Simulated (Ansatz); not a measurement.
ClGeH$_{2}$S (`[SH][GeH][Cl]`) radical. The species carries charge 0 and has multiplicity 2. Geometry: relaxed with PBE0-D4/def2-TZVP. It is one conformer, not always the lowest.

```xyz
5

S     0.622    0.083    1.482
Ge    0.317    0.199   -0.711
Cl   -1.554   -0.746   -1.261
H     0.429   -1.246    1.530
H     0.186    1.710   -1.039
```

Q: What is the dipole moment at r2SCAN/def2-TZVPP? (Estimate.)

A: The calculation gave: 1.17 D, with components (1.17, 0.03, 0.09) D in this frame, pointing from negative to positive charge.

Q: And with PBE, B3LYP, ωB97M-V? (An estimate is asked.)

A: Ansatz gave: PBE 1.11 D, B3LYP 1.23 D, ωB97M-V 1.29 D.

Q: Give the Mulliken charges with r2SCAN, PBE, B3LYP in def2-TZVPP. (Best estimate.)

A: The calculation gave: 
| atom | r2SCAN | PBE | B3LYP |
| --- | --- | --- | --- |
| S1 | -0.26 | -0.25 | -0.25 |
| Ge2 | 0.43 | 0.37 | 0.40 |
| Cl3 | -0.30 | -0.27 | -0.29 |
| H4 | 0.12 | 0.13 | 0.12 |
| H5 | 0.01 | 0.01 | 0.01 |

B3LYP here is the variant with VWN-RPA as its local correlation; programs differ in this.
